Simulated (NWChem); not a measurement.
# Basis-set dependence for AlO

```xyz
2

Al     0.0000     0.0000     0.6241
O      0.0000     0.0000    -1.0142
```
Charge 0, spin multiplicity 2.

Everything below was run with NWChem. Structure: optimised with UB3LYP/def2-SVP, a minimum by its harmonic frequencies.

Hartree-Fock energies in Ha, correlation energies in mHa.

The correlated methods keep 6 core orbitals frozen. The structure started from a generated list of species. The unpaired electrons of the parent sit in orbitals of symmetry a1 (C2v labels of the run); other states weren't searched. No SCF solution was tested for a lower state. Open-shell Hartree-Fock references start from PBE0 orbitals.

```tsv
basis	functions	UHF	UMP2	SCS-UMP2
3-21G	22	-315.00198	-125.3	-122.3
def2-SVP	32	-316.59135	-201.5	-197.4
def2-TZVP	68	-316.77867	-259.7	-256.0
def2-QZVP	127	-316.78940	-282.6	-280.5
```

From def2-TZVP to def2-QZVP the Hartree-Fock energy moves by -10.7 mHa and the UMP2 correlation energy by -22.9 mHa, which is 8 % of its value in the larger set.
